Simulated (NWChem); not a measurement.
# Atomisation of BeCl$_{2}$

```
Be
Cl 1 1.8144
Cl 1 1.8144 2 180.00
```
Charge 0, spin multiplicity 1.

Program: NWChem. All single points use one geometry, from PBE/def2-SVP, a minimum by its harmonic frequencies.

Basis set: def2-TZVP. The atomisation energy is electronic alone: no zero-point, thermal, spin-orbit or counterpoise terms. No value is extrapolated to the basis-set limit. Free atoms are single determinants with multiplicities Be 1, Cl 2. Correlated methods freeze the same cores in atoms and molecule, 11 orbitals in all.

```
method   atomisation energy (kcal/mol)  relative cost
-------  -----------------------------  -------------
PBE0                             224.2        under 3
M06-2X                           225.8        under 3
PBE                              226.7        under 3
BP86                             223.9        under 3
B3LYP                            219.3        under 3
CCSD(T)                          207.6             20
r2SCAN                           229.8        under 3
HF                               182.7              1
MP2                              224.2        under 3
```

The values span 47.1 kcal/mol, from HF (lowest) to r2SCAN (highest). Relative cost: rough, from shared machines, SCF included, HF = 1. Costs are the molecule's.

B3LYP has NWChem's definition, with VWN1-RPA local correlation. The structure started from a generated list of species. No SCF solution was tested for a lower state. Open-shell Hartree-Fock references start from PBE0 orbitals; any time given for them includes that run. No row is a measurement; the coupled-cluster row has its own basis-set and correlation limits.
